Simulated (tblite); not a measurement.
Level: GFN2-xTB in tblite, geometry and Hessian alike; calculated harmonic values, unscaled, isolated species. The method is semi-empirical: single wavenumbers can be off by several per cent or more. Modes of hydrogen on phosphorus can be 10 to 20 % off. One conformer each. Thermal functions are those of the rigid rotor and harmonic oscillator, without mixing of conformers.

Question: Order these by their ideal-gas entropy at 298.15 K and 1 bar, highest first (J/(mol K)).
A. `Fc1ncsc1F`
B. `C1CCP(CCC1)CO`
C. `C[C@@H]1CCC[P@@H](=O)[C@@H]1C`
D. `CP(C)(=O)C1CCCC1`

Answer: D (434.6), B (410.6), C (403.8), A (323.6).

```tsv
SMILES	atoms	mass (u)	symmetry number	modes under 300 cm⁻¹	ZPE (kJ/mol)	S translation (J/(mol K))	S rotation	S vibration	S	Cp
CP(C)(=O)C1CCCC1	24	146.09	1	10	544.0	171.0	123.2	140.5	434.6	180.4
OCP1CCCCCC1	24	146.09	1	7	549.2	171.0	124.0	115.6	410.6	174.2
C[C@@H]1CCC[P@@H](=O)[C@@H]1C	24	146.09	1	8	547.1	171.0	122.8	110.0	403.8	173.7
Fc1ncsc1F	8	120.98	1	2	99.5	168.7	115.8	39.1	323.6	93.8
```

Entropies and Cp are for 298.15 K and 1 bar.
